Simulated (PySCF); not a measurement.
Ga(OH)3(OH2), H₅GaO₄, singlet (CAM-B3LYP/def2-SVP optimised geometry):

```
10

Ga    -0.847    -0.937     0.000
O     -0.637    -1.740    -1.608
H     -1.265    -1.499    -2.297
O     -0.927     0.854     0.000
H     -1.425     1.235     0.731
O     -1.522    -1.796     1.404
H     -1.545    -2.755     1.310
O      1.242    -0.937     0.000
H      1.425     0.017    -0.013
H      1.281    -1.235    -0.931
```

Method: CAM-B3LYP/def2-TZVP (PySCF).

### Question
What are the frontier orbital energies and the dipole moment?

### Answer
HOMO-2 -10.12 eV, HOMO-1 -9.99 eV, HOMO -9.84 eV, LUMO 0.52 eV, LUMO+1 1.83 eV; dipole moment 1.67 D.

On the same geometry PySCF with PBE/def2-TZVP gives HOMO-2 -6.84 eV, HOMO-1 -6.73 eV, HOMO -6.57 eV, LUMO -1.21 eV, LUMO+1 0.11 eV; dipole moment 1.65 D.

Meta-Löwdin charges at CAM-B3LYP/def2-TZVP: Ga1 1.08, O2 -0.78, H3 0.34, O4 -0.77, H5 0.34, O6 -0.74, H7 0.34, O8 -0.57, H9 0.38, H10 0.38.
